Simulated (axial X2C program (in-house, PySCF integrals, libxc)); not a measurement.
## Excited states of PtF⁺ by EOM-EE-CCSD

Computed with an in-house all-electron X2C program for linear molecules (integrals from PySCF): two-component X2C with atomic mean-field Coulomb and Gaunt terms, Gaussian nuclei, basis Pt dyall-acv3z, F dyall-av3z with contracted cores.

R = 1.813 Å (near the PBE0 minimum at charge 1 of the determinant lowest at the starting distance; the state shown can have its own minimum elsewhere, which is not the closed-shell reference).

Hartree–Fock spinors of PtF⁺ (one of each Kramers pair; a window near the gap, which can cut inner shells):

| ω | occupied | ε (eV) | character |
| --- | --- | --- | --- |
| 3/2 | yes | -24.71 | 54% F p, 43% Pt d |
| 1/2 | yes | -23.31 | 77% F p, 16% Pt d |
| 3/2 | yes | -22.23 | 85% Pt d, 13% F p |
| 1/2 | yes | -21.09 | 47% Pt d, 44% F p, 2% Pt s |
| 5/2 | yes | -20.89 | 100% Pt d |
| 3/2 | yes | -20.17 | 70% Pt d, 25% F p |
| 1/2 | no | -8.08 | 55% Pt s, 27% Pt d, 9% F p |
| 1/2 | no | -6.38 | 46% Pt d, 28% Pt p, 13% Pt s |
| 1/2 | no | -3.73 | 83% Pt p, 9% F p, 6% Pt d |
| 3/2 | no | -3.51 | 84% Pt p, 9% F p, 6% Pt d |
| 1/2 | no | -2.35 | 60% Pt s, 36% Pt p |
| 1/2 | no | -2.23 | 48% Pt p, 31% Pt s, 14% Pt d |

Vertical excitation energies from the closed-shell determinant state of PtF⁺:

| Ω | excitation (eV) | cm⁻¹ | hole of the leading pair | particle of the leading pair | weight of the pair (for Ω = 0 its time-reversed partner can hold as much again) | singles weight |
| --- | --- | --- | --- | --- | --- | --- |
| 1 | 0.119 | 963 | 64% Pt dπ, 17% Pt dδ, 14% F pπ | 49% Pt dσ, 19% Pt sσ, 18% Pt dπ | 0.94 | 0.97 |
| 2 | 0.211 | 1704 | 65% Pt dπ, 15% F pπ, 15% Pt dδ | 49% Pt dσ, 19% Pt sσ, 19% Pt dπ | 0.80 | 0.96 |
| 3 | 0.523 | 4216 | 100% Pt dδ | 44% Pt dσ, 25% Pt sσ, 18% Pt dπ | 0.97 | 0.97 |

This point took 3 min on 1 thread of Arm Neoverse N1, with other jobs on the host.

Reference electrons by ω block (each with its −ω partner): 1/2: 24, 3/2: 13, 5/2: 5, 7/2: 1. 16 electrons of PtF⁺ correlated (inner shells frozen), 88 natural virtual spinors (a truncated set); levels can be off by some tenths of an eV. Roots sought by Ω: (0: 5, 1: 4, 2: 3, 3: 1); the list ends where they run out and leaves out roots under 60 % singles weight. The solver can skip a root, and states that need a further excitation, which the method places far too high, are missing though they may lie low or lowest. T1 of the reference 0.036 (Lee–Taylor). Number of frozen shells: Pt 5 s, 4 p, 2 d, 1 f; F 1 s. The closed-shell reference lies 0.16 eV above the lowest PBE0 determinant. Large amplitudes in the reference (orbital relaxation or multireference character) lower the reliability.
